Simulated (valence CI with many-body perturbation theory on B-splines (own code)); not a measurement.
**Ga18+: electric-dipole lines**

Calculated by relativistic CI+MBPT: three valence electrons over a frozen Dirac-Fock core [Ne], radial functions for each j: 11 s, 11 p, 9 d, 7 f, 5 g, 2 h, 1 i, with the one-electron correlation potential Σ1, the two-electron term Σ2, the three-electron term Σ3, Breit, model QED; selected CI, second order for the rest (own B-spline code, finite nucleus).

No measured levels were compared; by estimate levels of excited configurations hold to 0.05 to 0.15 % of their energy, terms of the ground configuration to about 0.5 %.

Lines 1 to 50 of 267 in falling wavelength, among levels below 1533000 cm⁻¹, chosen from the strongest by gf and those to the six lowest levels. Wavelengths and rates use the calculated energies, so an error of 400 cm⁻¹ moves a line at 39.12 nm by 0.16 % and its rate by three times that or more. Electric multipoles are in the length gauge, E1 and E2 with the static RPA response of the core. Weak lines are less certain than strong ones. Lines between different terms over intervals too small for the method are left out, as are lines whose strength nearly cancels. The highest levels of a list are the least certain.

Names give the largest LS component (configuration and term), which can be under half, so a name can repeat, a term be missing and a line seem to break the LS rules; names also repeat where a configuration has a term twice. Letters in brackets count levels of one name in rising energy.

| λ vac (nm) | Upper | Lower | A (s⁻¹) | S (a.u.) |
| --- | --- | --- | --- | --- |
| 39.12 | 3p3 2D°_5/2 | 3s.3p2 2P_3/2 | 1.08e+09 | 1.92e-01 |
| 37.43 | 3s.3p2 4P_1/2 | 3s2.3p 2P°_3/2 | 3.37e+07 | 1.74e-03 |
| 35.96 | 3p2.3d 2G_7/2 | 3s.3p.3d 2F°_5/2 [b] | 1.50e+09 | 2.76e-01 |
| 35.02 | 3p2.3d 2F_7/2 [a] | 3s.3p.3d 2F°_7/2 [a] | 9.69e+08 | 1.64e-01 |
| 34.62 | 3s.3p2 4P_3/2 | 3s2.3p 2P°_3/2 | 2.88e+07 | 2.36e-03 |
| 33.58 | 3p3 2D°_3/2 | 3s.3p2 2S_1/2 | 1.32e+09 | 9.84e-02 |
| 33.48 | 3p2.3d 2G_9/2 | 3s.3p.3d 2F°_7/2 [b] | 2.16e+09 | 4.00e-01 |
| 32.66 | 3p2.3d 2F_5/2 [a] | 3s.3p.3d 2F°_5/2 [a] | 2.39e+09 | 2.47e-01 |
| 32.27 | 3s.3p2 4P_5/2 | 3s2.3p 2P°_3/2 | 1.70e+08 | 1.69e-02 |
| 32.09 | 3p2.3d 4F_9/2 | 3s.3p.3d 2F°_7/2 [a] | 7.18e+08 | 1.17e-01 |
| 31.87 | 3s.3p2 4P_1/2 | 3s2.3p 2P°_1/2 | 1.67e+08 | 5.33e-03 |
| 31.00 | 3p2.3d 2P_1/2 [b] | 3s.3p.3d 2D°_3/2 [b] | 3.54e+09 | 1.04e-01 |
| 30.19 | 3p2.3d 2F_5/2 [a] | 3s.3p.3d 2D°_3/2 [a] | 1.97e+09 | 1.61e-01 |
| 29.81 | 3s.3p2 4P_3/2 | 3s2.3p 2P°_1/2 | 3.40e+06 | 1.78e-04 |
| 29.08 | 3p2.3d 2F_7/2 [a] | 3s.3p.3d 2D°_5/2 [a] | 1.21e+09 | 1.17e-01 |
| 28.88 | 3p2.3d 2P_3/2 [b] | 3s.3p.3d 2D°_5/2 [b] | 1.93e+09 | 9.18e-02 |
| 28.69 | 3p3 2P°_1/2 | 3s.3p2 2P_1/2 | 5.50e+09 | 1.28e-01 |
| 28.63 | 3p2.3d 2F_5/2 [b] | 3s.3p.3d 2D°_3/2 [b] | 2.35e+09 | 1.63e-01 |
| 28.38 | 3p3 2P°_3/2 | 3s.3p2 2P_3/2 | 4.47e+09 | 2.02e-01 |
| 27.68 | 3p2.3d 2F_7/2 [a] | 3s.3p.3d 4D°_5/2 | 1.46e+09 | 1.23e-01 |
| 27.62 | 3p2.3d 2D_5/2 [b] | 3s.3p.3d 2P°_3/2 [b] | 2.37e+09 | 1.48e-01 |
| 27.58 | 3p2.3d 2F_7/2 [b] | 3s.3p.3d 2D°_5/2 [b] | 3.68e+09 | 3.05e-01 |
| 27.25 | 3p2.3d 2G_9/2 | 3s.3p.3d 2F°_7/2 [a] | 6.09e+09 | 6.08e-01 |
| 27.18 | 3p2.3d 2D_5/2 [b] | 3s.3p.3d 2D°_3/2 [b] | 1.51e+09 | 8.96e-02 |
| 27.10 | 3p2.3d 4F_3/2 | 3s.3p.3d 4D°_1/2 | 4.04e+09 | 1.59e-01 |
| 26.97 | 3s.3p.3d 2F°_5/2 [a] | 3s2.3d 2D_3/2 | 1.35e+09 | 7.86e-02 |
| 26.80 | 3p2.3d 4F_7/2 | 3s.3p.3d 4D°_5/2 | 1.02e+09 | 7.79e-02 |
| 26.76 | 3p3 2D°_3/2 | 3s.3p2 2D_3/2 | 2.35e+09 | 8.89e-02 |
| 26.68 | 3p2.3d 2F_5/2 [b] | 3s.3p.3d 2F°_5/2 [b] | 2.70e+09 | 1.52e-01 |
| 26.38 | 3s.3p2 2D_3/2 | 3s2.3p 2P°_3/2 | 1.54e+06 | 5.57e-05 |
| 26.30 | 3p2.3d 4D_1/2 | 3s.3p.3d 4P°_1/2 | 5.63e+09 | 1.01e-01 |
| 26.30 | 3p2.3d 2F_5/2 [b] | 3s.3p.3d 2F°_7/2 [b] | 2.32e+09 | 1.25e-01 |
| 26.28 | 3p2.3d 4D_3/2 | 3s.3p.3d 2D°_5/2 [a] | 2.86e+09 | 1.02e-01 |
| 26.28 | 3p3 2D°_5/2 | 3s.3p2 2D_5/2 | 4.42e+09 | 2.38e-01 |
| 26.03 | 3p2.3d 4F_5/2 | 3s.3p.3d 4D°_3/2 | 4.37e+09 | 2.28e-01 |
| 25.85 | 3p2.3d 2G_7/2 | 3s.3p.3d 2F°_5/2 [a] | 6.99e+09 | 4.77e-01 |
| 25.75 | 3p2.3d 4F_5/2 | 3s.3p.3d 4P°_5/2 | 1.76e+09 | 8.90e-02 |
| 25.73 | 3p2.3d 4F_9/2 | 3s.3p.3d 4D°_7/2 | 4.78e+09 | 4.02e-01 |
| 25.73 | 3s.3p2 2D_5/2 | 3s2.3p 2P°_3/2 | 3.00e+09 | 1.51e-01 |
| 25.63 | 3p3 2D°_5/2 | 3s.3p2 2D_3/2 | 6.26e+08 | 3.12e-02 |
| 25.22 | 3p2.3d 4D_3/2 | 3s.3p.3d 4P°_3/2 | 3.73e+09 | 1.18e-01 |
| 25.16 | 3p2.3d 4D_5/2 | 3s.3p.3d 4P°_3/2 | 2.54e+09 | 1.20e-01 |
| 25.08 | 3p2.3d 4D_5/2 | 3s.3p.3d 4D°_5/2 | 3.67e+09 | 1.71e-01 |
| 25.08 | 3p3 4S°_3/2 | 3s.3p2 2D_3/2 | 5.87e+08 | 1.83e-02 |
| 25.07 | 3p2.3d 2F_7/2 [b] | 3s.3p.3d 2F°_7/2 [b] | 4.90e+09 | 3.05e-01 |
| 25.02 | 3s.3p.3d 2F°_7/2 [a] | 3s2.3d 2D_5/2 | 3.15e+09 | 1.95e-01 |
| 24.80 | 3p2.3d 2F_5/2 [b] | 3s.3p.3d 2P°_3/2 [a] | 3.53e+09 | 1.60e-01 |
| 24.73 | 3p2.3d 4D_7/2 | 3s.3p.3d 2D°_5/2 [a] | 4.63e+09 | 2.77e-01 |
| 24.63 | 3p2.3d 2P_1/2 [a] | 3s.3p.3d 2D°_3/2 [a] | 5.56e+09 | 8.20e-02 |
| 24.63 | 3p2.3d 4F_7/2 | 3s.3p.3d 4P°_5/2 | 5.80e+09 | 3.42e-01 |
